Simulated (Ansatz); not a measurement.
Cartesian coordinates in Å:
```
Br 1.379 1.829 -1.561
C 0.543 0.660 -0.348
N 0.699 0.543 0.899
Si -0.524 -0.621 0.264
H -0.151 -2.045 0.182
H -1.946 -0.366 0.563
```

Charge 0, multiplicity 1.

Question: List the CAM-B3LYP/def2-TZVPP orbital energies in eV (Ansatz 0.2.0). (Estimate.)

Answer: Computed: Occupied: -13141.41, -1802.18, -1702.89, -1534.67, -1534.58, -1534.57, -392.11, -281.50, -238.98, -179.97, -179.67, -179.64, -146.72, -102.09, -102.05, -102.01, -74.29, -74.21, -74.19, -73.95, -73.95, -28.43, -24.12, -17.21, -16.27, -13.85, -13.43, -12.58, -11.60, -9.96, -9.75, -8.48. Lowest empty: -0.44, 0.30, 1.55, 1.75, 2.15, 3.76, 4.21, 4.86.
